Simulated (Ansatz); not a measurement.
The same path of BFH3N + ClH (8 atoms, charge 0, multiplicity 1) was run twice with different band settings. Lost on the way: B1–H2, Cl7–H8. Made: B1–Cl7, H2–H8.

These are results of RKS BLYP-D4/def2-SVP (Ansatz 0.2.0), not measurements.

Relaxed end points:

```xyz
8
Properties=species:S:1:pos:R:3
B 0.033 -0.190 -0.200
H -0.045 -0.412 0.997
N 1.276 -0.183 -0.842
H 2.155 -0.330 -0.346
H 1.384 0.002 -1.841
F -1.101 0.018 -0.896
Cl 0.173 2.658 1.802
H 0.065 1.362 1.692
```

```xyz
8
Properties=species:S:1:pos:R:3
B -0.099 0.729 -0.861
H 0.727 -0.185 2.920
N 1.120 0.039 -0.893
H 1.266 -0.772 -1.495
H 1.919 0.295 -0.314
F -1.130 0.345 -1.631
Cl -0.329 2.141 0.222
H 0.465 0.332 2.418
```

Common settings: spring 5.0 eV/Å²; optimiser quadratic models (default); start path through a guess of the saddle point; force threshold 0.05 eV/Å; iteration limit 60; end points relaxed.

| run | movable images | climbing image |
| --- | --- | --- |
| 1 | 7 | yes |
| 2 | 4 | no |

(1) What does each run give, and how far can it be trusted?

Results:

(1) Run 1: converged after 37 iterations, highest image 1.198 eV above the first end. The profile has 2 maxima (images 2, 5) with wells between them (image 4): this band takes more than one step, which may be the mechanism or a detour left from its start path. Neighbouring images differ by up to 1.5 eV, so the band resolves the path poorly. A vibrational analysis at the climbing image gives one clearly imaginary mode, 832i cm⁻¹: a first-order saddle point.
Run 2: converged after 45 iterations, highest image 0.004 eV above the first end. The profile has 2 maxima (images 2, 4) with wells between them (image 3): this band takes more than one step, which may be the mechanism or a detour left from its start path. A structure lower than the first end lies on the path between it and the top, so the climb from that side starts below the end, which may itself be a saddle point or a shallow side well. The top lies less than 8 meV above the higher end, about what the thresholds resolve: that end is a shoulder or a very shallow well. No image climbed, so the highest image needn't sit at the top of the path. A band with more images between the same ends climbed to 1.20 eV, so this one has probably stepped over the top.
The orbitals stay closed-shell, which can raise the energy where a bond breaks towards radicals; this wasn't checked here.
